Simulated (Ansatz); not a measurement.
C2H8BGa (`CB[CH2][GaH2]`), relaxed with RKS PBE0-D4/def2-TZVP in Ansatz from a PBE-D4/def2-SVP geometry. The force threshold is 0.005 eV/Å; the program also tests the step.

Total charge 0; spin multiplicity 1.

Start:

```xyz
12

C    -0.023   -0.297    1.767
B     0.332    0.638    0.551
C    -0.545    0.773   -0.707
Ga    0.204   -0.652   -1.910
H     0.834   -0.944    2.058
H    -0.188    0.357    2.655
H    -0.927   -0.927    1.639
H     1.394    1.249    0.592
H    -0.410    1.705   -1.292
H    -1.611    0.485   -0.585
H     1.347   -0.279   -2.936
H    -0.408   -2.108   -1.831
```

Q: How much energy does the relaxation release, and in how many steps? (An estimate is asked.)

A: Ansatz gave: 0.03 eV, in 20 steps, 1 of them rejected.

Q: Which bonds change most? (Estimate.)

A: The calculation gave: B2–H8 from 1.226 to 1.206 Å; C3–H9 from 1.109 to 1.091 Å; C1–H6 from 1.115 to 1.098 Å; C1–H7 from 1.109 to 1.093 Å.

Q: Give the relaxed structure. (Estimate.)

A: The calculation gave: 
```xyz
12

C    -0.047   -0.301    1.747
B     0.334    0.651    0.564
C    -0.502    0.790   -0.706
Ga    0.210   -0.651   -1.891
H     0.779   -0.975    2.002
H    -0.197    0.306    2.649
H    -0.950   -0.897    1.589
H     1.374    1.257    0.641
H    -0.365    1.710   -1.278
H    -1.556    0.516   -0.596
H     1.184   -0.276   -3.062
H    -0.264   -2.130   -1.660
```
